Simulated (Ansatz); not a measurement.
One change: `BCCCO` becomes `OCCC[SiH3]`.

Ansatz, PBE0-D4/def2-TZVP geometries, multiplicity 1. Each molecule was computed in one conformer, which needn't be the lowest.

```csv
property,`BCCCO`
HOMO–LUMO gap (B3LYP/def2-TZVPP) / eV,5.99
HOMO–LUMO gap (PBE/def2-TZVPP) / eV,3.84
size of the dipole moment (B3LYP/def2-TZVPP) / D,1.35
size of the dipole moment (PBE/def2-TZVPP) / D,1.24
HOMO energy (PBE0/def2-TZVPP) / eV,-7.83
LUMO energy (PBE/def2-TZVPP) / eV,-2.39
```

**Question.** Give the same properties after the change, and the shifts. (An estimate is asked.)

**Answer.** Ansatz gave: 
```tsv
property	`OCCC[SiH3]`	shift
HOMO–LUMO gap (B3LYP/def2-TZVPP) / eV	8.11	2.12
HOMO–LUMO gap (PBE/def2-TZVPP) / eV	6.16	2.32
size of the dipole moment (B3LYP/def2-TZVPP) / D	1.35	0.00
size of the dipole moment (PBE/def2-TZVPP) / D	1.33	0.09
HOMO energy (PBE0/def2-TZVPP) / eV	-7.92	-0.09
LUMO energy (PBE/def2-TZVPP) / eV	-0.10	2.29
```

With PBE0 the HOMO falls by 0.09 eV and the LUMO rises by 2.09 eV, so the gap widens by about 2.18 eV. PBE moves the HOMO by -0.03 eV and ωB97M-V by -0.10 eV. Dipoles are sizes alone; their direction can turn.

Positive LUMOs are unbound, so they and the gaps depend on the basis.

B3LYP here is the variant with VWN-RPA as its local correlation; programs differ in this.
